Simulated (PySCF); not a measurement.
Ga(H)(OH)(OMe) (CH5GaO2), SMILES C[O][GaH][OH].

Coordinates come from a PBE-D3(BJ)/def2-SVP optimisation. The structure was generated by enumeration; whether it is a known compound was not checked. Other conformers were not sampled.

The numbers are results of TDA-PBE/def2-SVPD (PySCF 2.14.0), not measurements.

Vertical excitations.  State labels are in the subgroup Cs.

### Question
Give excitation energies, oscillator strengths and character. (Estimate from the structure and the level; the computed values follow.)

### Answer

```json
[
 {"state": "S1", "symmetry": "A\"", "energy (eV)": "5.05", "λ (nm)": "245", "f": "0.002", "main pairs": "HOMO→LUMO+1 99 %"},
 {"state": "S2", "symmetry": "A'", "energy (eV)": "5.25", "λ (nm)": "236", "f": "0.023", "main pairs": "HOMO→LUMO 62 %, HOMO−1→LUMO+1 36 %"},
 {"state": "S3", "symmetry": "A\"", "energy (eV)": "5.35", "λ (nm)": "232", "f": "0.001", "main pairs": "HOMO−1→LUMO 99 %"},
 {"state": "S4", "symmetry": "A'", "energy (eV)": "5.80", "λ (nm)": "214", "f": "0.088", "main pairs": "HOMO−1→LUMO+1 59 %, HOMO→LUMO 30 %"},
 {"state": "S5", "symmetry": "A\"", "energy (eV)": "6.15", "λ (nm)": "202", "f": "0.002", "main pairs": "HOMO→LUMO+2 96 %"},
 {"state": "S6", "symmetry": "A\"", "energy (eV)": "6.40", "λ (nm)": "194", "f": "0.023", "main pairs": "HOMO−2→LUMO+1 70 %, HOMO−3→LUMO 28 %"},
 {"state": "S7", "symmetry": "A\"", "energy (eV)": "6.49", "λ (nm)": "191", "f": "0.046", "main pairs": "HOMO−3→LUMO 71 %, HOMO−2→LUMO+1 25 %"},
 {"state": "S8", "symmetry": "A'", "energy (eV)": "6.50", "λ (nm)": "191", "f": "0.002", "main pairs": "HOMO−2→LUMO 69 %, HOMO−3→LUMO+1 25 %"},
 {"state": "S9", "symmetry": "A'", "energy (eV)": "6.63", "λ (nm)": "187", "f": "0.042", "main pairs": "HOMO−1→LUMO+2 90 %"},
 {"state": "S10", "symmetry": "A\"", "energy (eV)": "6.67", "λ (nm)": "186", "f": "0.002", "main pairs": "HOMO→LUMO+3 99 %"},
 {"state": "T1", "symmetry": "A'", "energy (eV)": "4.61", "λ (nm)": "269", "f": "0", "main pairs": "HOMO→LUMO 99 %"},
 {"state": "T2", "symmetry": "A\"", "energy (eV)": "4.85", "λ (nm)": "256", "f": "0", "main pairs": "HOMO→LUMO+1 95 %"},
 {"state": "T3", "symmetry": "A\"", "energy (eV)": "5.19", "λ (nm)": "239", "f": "0", "main pairs": "HOMO−1→LUMO 96 %"},
 {"state": "T4", "symmetry": "A'", "energy (eV)": "5.26", "λ (nm)": "236", "f": "0", "main pairs": "HOMO−1→LUMO+1 99 %"}
]
```
Triplets are in the Tamm–Dancoff approximation.
